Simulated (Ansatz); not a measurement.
Basis-set extrapolation for CH3FOSSi, SMILES `O[C@@H]1S[Si@H]1F` (PBE0-D4/def2-TZVP geometry, frozen core, Ansatz). Multiplicity 1, RHF reference.

```json
{"": "HF", "def2-TZVPP": "-900.547368", "def2-QZVPP": "-900.577706"}
{"": "MP2 correlation", "def2-TZVPP": "-0.939718", "def2-QZVPP": "-1.019893"}
{"": "CCSD(T) correlation", "def2-TZVPP": "-1.007265", "def2-QZVPP": "not run"}
```

Energies in hartree. Use E(X) = E(∞) + A·exp(−7.88·√X) for Hartree–Fock and E(X) = E(∞) + B·X^(−2.97) for correlation, with X = 3 and 4, and add CCSD(T) minus MP2 of the smaller set to the MP2 limit.

What is the CCSD(T) energy at the basis-set limit?

HF limit: -900.577706 + (-0.030338) × 0.13774 = -900.58188. MP2 limit: -1.019893 + (-0.080175) × 0.74074 = -1.07928. Higher-order term: -1.007265 − (-0.939718) = -0.06755. Total: -901.72871 hartree, 4.74 eV below CCSD(T)/def2-TZVPP.
